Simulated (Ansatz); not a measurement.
Total energies of Sn(CF3)H3 (CH₃F₃Sn) from Ansatz at PBE-D4/def2-TZVP, gas phase (1 Eh = 27.2114 eV = 2625.5 kJ/mol). The reference geometry is relaxed at PBE0-D4/def2-SVP.

Cartesian coordinates in Å:
```
Sn 0.2904 0.6759 -0.8143
C -0.2923 -0.6804 0.8198
F 0.3613 -1.8481 0.7510
F -1.6027 -0.9590 0.7898
F -0.0287 -0.1505 2.0220
H -0.6041 2.1159 -0.6186
H -0.0917 -0.1069 -2.2818
H 1.9678 0.9529 -0.6679
```

| state | geometry | energy (Eh) |
| --- | --- | --- |
| charge 0 singlet | reference | -553.52987 |
| charge 1 doublet | reference | -553.13936 |
| free Sn atom (triplet) | – | -214.24935 |
| free C atom (triplet) | – | -37.79597 |
| free F atom (doublet) | – | -99.66912 |
| free H atom (doublet) | – | -0.49962 |

In the def2 sets Sn takes a core potential; there is no spin–orbit coupling.

Task: Work out the vertical ionisation energy to the doublet.

Result: E(charge 1 doublet) − E(charge 0 singlet) = -553.13936 − (-553.52987) = 0.39051 Eh = 10.63 eV. For comparison, −ε of the highest occupied level is 7.39 eV at this level, 3.24 eV less.

Task: What is the binding energy per atom against free atoms?

Result: Atoms: 1 × (-214.24935) + 1 × (-37.79597) + 3 × (-99.66912) + 3 × (-0.49962) = -552.55154 Eh. Binding: -552.55154 − (-553.52987) = 0.97833 Eh = 26.62 eV, or 3.33 eV for each of 8 atoms (no zero-point energy, no counterpoise term).

At PBE-D4/def2-TZVP the gap within one spin of the charge 1 doublet nearly closes, so an electron or hole may be smeared out by delocalisation error.
